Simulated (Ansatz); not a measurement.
Computed with Ansatz on PBE0-D4/def2-TZVP structures; ΔE is electronic, products minus reactants. CCSD(T)/CBS is the MP2 limit (def2-TZVPP, def2-QZVPP) plus CCSD(T) − MP2 in def2-TZVPP, frozen cores. Functionals use def2-TZVPP. For Ga, Se outer-core shells are correlated without core-valence functions, which leaves a few kJ/mol of doubt a bond. Scalar relativity is left out up to krypton. Each species was taken in one conformer, which may not be the lowest.

Reaction (redistribution): `[CH3][GaH][Se]C` + `NB1CO1` → `[CH3][GaH][NH2]` + `C[Se]B1CO1`

```
         level  ΔE (kJ/mol)
        PBE-D4        100.1
CCSD/CBS(def2)         96.8
```

(1) What does CCSD(T)/CBS give? (An estimate is asked.)

Largest T1 diagnostic among the species: 0.013.

Answers

(1) The calculation gave: +93.7 kJ/mol. The listed levels differ from it by 6.4, 3.1 kJ/mol.

In def2-TZVPP, CCSD(T) changes the Hartree–Fock value by −21.7 kJ/mol (the triples alone add −3.1 kJ/mol) and MP2 by −23.5 kJ/mol. From PBE to PBE0 (25 % exact exchange), in def2-TZVPP and without D4, ΔE moves by +5.3 kJ/mol.
